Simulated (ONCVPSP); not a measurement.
# Scattering properties, ONCV potential for Co

- Element: cobalt
- Generator: ONCVPSP 4.0.1
- Type: optimised norm-conserving Vanderbilt (ONCV)
- Functional: PBEsol
- Relativity: scalar-relativistic
- Frozen core: [Ne]
- Valence charge: 17
- Reference configuration: 3s2 3p6 3d7 4s2
- Partial waves: 3s+4s: rc 1.30 bohr, ncon 3, nbas 7, qcut 9.5 1/bohr, 2 projectors; 3p: rc 1.15 bohr, ncon 4, nbas 7, qcut 13.4 1/bohr, 2 projectors, debl 3 Ha; 3d: rc 1.75 bohr, ncon 3, nbas 8, qcut 7.3 1/bohr, 3 projectors, debl 3.7 Ha
- Local potential: polynomial inside 0.80 bohr (lpopt 5, dvloc0 0 Ha)
- Core correction: Teter function fitted to the true core (icmod 2), fcfact 0.4

The phase is arctan(r·R′/R) of the radial function R(r), unwrapped; energies in Ha, scanned from -5 to 5 Ha. A pole is an energy at which the radial function vanishes at the test radius. The pseudo phase is shifted by a multiple of π to meet the all-electron one at the reference energy, and phase errors are pseudo minus all-electron; the curves can meet again beyond the range given. Levels narrower than the energy grid can be missing from the lists of poles.

Problem. For each channel, where are the poles, and over which energies does the pseudopotential scatter like the atom?

Solution.

```tsv
channel	radius (bohr)	reference energy (Ha)	poles, all-electron	poles, pseudo	unbroken range about the reference energy with phases within 0.05 rad	phase error 1 Ha above the reference energy (rad)
s	1.32	-0.20	-3.16	-3.16	the whole range	-0.000
p	1.16	-2.41	-0.98	-0.98	the whole range	-0.000
d	1.78	-0.30	-0.02	-0.02	the whole range	-0.001
```

Phases in the d channel:

```json
{"E (Ha)": "-4.96", "all-electron": "1.357", "pseudo": "1.356"}
{"E (Ha)": "-4.48", "all-electron": "1.344", "pseudo": "1.343"}
{"E (Ha)": "-4.00", "all-electron": "1.328", "pseudo": "1.327"}
{"E (Ha)": "-3.52", "all-electron": "1.308", "pseudo": "1.307"}
{"E (Ha)": "-3.04", "all-electron": "1.282", "pseudo": "1.281"}
{"E (Ha)": "-2.56", "all-electron": "1.247", "pseudo": "1.246"}
{"E (Ha)": "-2.08", "all-electron": "1.196", "pseudo": "1.195"}
{"E (Ha)": "-1.60", "all-electron": "1.111", "pseudo": "1.110"}
{"E (Ha)": "-1.12", "all-electron": "0.921", "pseudo": "0.919"}
{"E (Ha)": "-0.64", "all-electron": "0.076", "pseudo": "0.073"}
{"E (Ha)": "-0.16", "all-electron": "-1.425", "pseudo": "-1.425"}
{"E (Ha)": "0.32", "all-electron": "-1.783", "pseudo": "-1.784"}
{"E (Ha)": "0.80", "all-electron": "-2.037", "pseudo": "-2.038"}
{"E (Ha)": "1.28", "all-electron": "-2.464", "pseudo": "-2.466"}
{"E (Ha)": "1.76", "all-electron": "-3.336", "pseudo": "-3.339"}
{"E (Ha)": "2.24", "all-electron": "-4.043", "pseudo": "-4.044"}
{"E (Ha)": "2.72", "all-electron": "-4.339", "pseudo": "-4.339"}
{"E (Ha)": "3.20", "all-electron": "-4.483", "pseudo": "-4.483"}
{"E (Ha)": "3.68", "all-electron": "-4.569", "pseudo": "-4.570"}
{"E (Ha)": "4.16", "all-electron": "-4.630", "pseudo": "-4.630"}
{"E (Ha)": "4.64", "all-electron": "-4.677", "pseudo": "-4.677"}
```
